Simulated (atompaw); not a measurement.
What one change does to a pseudopotential (Bi, PAW (atompaw))

bismuth, PAW, made with atompaw 4.2.0.5 (LDA (PW92), scalar-relativistic). Core [Kr] 4d10 4f14, reference 5s2 5p6 5d10 6s2 6p3. Waves: 5s (bound): rc 1.50 bohr; 6s (bound): rc 2.00 bohr; 5p (bound): rc 1.45 bohr; 6p (bound): rc 2.00 bohr; 5d (bound): rc 2.00 bohr; 5d channel at -0.3 Ry: rc 2.00 bohr. Local part: bessel scheme, radius 1.75 bohr. Core correction: smooth core density matched at 1.75 bohr. Augmentation charge: sinc compensation charge, radius 1.85 bohr; PAW radius 2.00 bohr; waves and projectors: custom polynom2 7 10 vanderbiltortho.

All-electron outer shells of the reference configuration (LDA (PW92), scalar-relativistic, ld1.x):

```
shell  level (eV)  outermost node (bohr)  outermost maximum (bohr)
   4d     -429.90                   0.19                      0.38
   5s     -158.03                   0.44                      0.77
   4f     -152.95                      –                      0.34
   5p      -95.96                   0.48                      0.86
   5d      -27.19                   0.51                      1.03
   6s      -14.76                   0.98                      1.86
   6p       -4.77                   1.14                      2.44
```

Change: all radii scaled by about 1.31 (s 1.96, p 1.90, d 2.62 bohr); local potential bessel scheme, radius 2.30 bohr; augmentation sinc compensation charge, radius 2.42 bohr; PAW radius 2.62 bohr; waves and projectors: custom polynom2 7 10 vanderbiltortho; core correction smooth core density matched at 2.30 bohr.

Cutoffs: the cutoffs (Ry, on a coarse ladder) from which the occupation-weighted sum of valence levels, in a spherical-Bessel basis at the reference potential, stays within 10 and 1 mRy of its value at 400 Ry; they do not see the model core or the augmentation charge, which bear on the density cutoff.

Problem. What does the change do?

Solution. The potential gets softer (140 Ry and 300 Ry → 35 Ry and 90 Ry); neither file shows a bound ghost. A larger radius leaves more room for a smooth pseudo-wave, so fewer plane waves are needed.

```csv
quantity,base,changed
"cutoff, loose",140 Ry,35 Ry
"cutoff, tight",300 Ry,90 Ry
loose cutoff by channel (10 mRy a level),"s 21 Ry, p 25 Ry, d 21 Ry","s 15 Ry, p 18 Ry, d 15 Ry"
bound ghosts,none,none
lowest overlap eigenvalue by channel,"s 0.56, p 0.69, d 0.92","s 0.66, p 0.83, d 0.99"
```

 The cutoffs see the waves, projectors and local potential, not the compensation charge or the core.
